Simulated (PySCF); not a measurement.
Q: Give a PBE0-D3(BJ)/def2-SVP geometry of InChI=1S/C3H5GeNO/c5-4-2-1-3-6/h3H,4-5H2.

A: 
```
atom  x, y, z in Å
N1    -2.576   -0.115   -0.251
Ge2   -1.184    1.055   -0.426
C3     0.521    0.268   -0.004
C4     1.567   -0.300    0.276
C5     2.826   -0.936    0.599
O6     2.935   -2.084    0.947
H7    -2.532   -0.913   -0.880
H8    -2.716   -0.459    0.695
H9    -1.400    2.213    0.554
H10   -1.118    1.512   -1.887
H11    3.716   -0.266    0.500
```

Any rigid rotation of these coordinates is as good. Atoms count from 1 in this order. The 6 heavy atoms lie in one plane (0.002 Å rms). Ge2 (germanium bonded to C, N and 2 H) is distorted tetrahedral (angles from 107.0° to 113.1°). N1 (nitrogen bonded to Ge and 2 H) is pyramidal (angles 114.3°, 114.3° and 108.4°, sum 336.9°, 0.34 Å off the plane of its three neighbours). The 2 C–C bonds span 1.222 Å (C3≡C4, drawn triple) to 1.448 Å (C4–C5, drawn single), a spread of 0.226 Å.

Bonds between heavy atoms (Å): N1–Ge2 1.826, Ge2–C3 1.925, C3≡C4 1.222, C4–C5 1.448, C5=O6 1.205.

Level of theory: PySCF, PBE0-D3(BJ)/def2-SVP geometry optimisation, gas phase.

Point group: Cs (tolerance 0.08 Å). Stationary, but not proved a minimum. One conformer, not necessarily the lowest (H–N1–Ge2–C3 -63° and 63°).
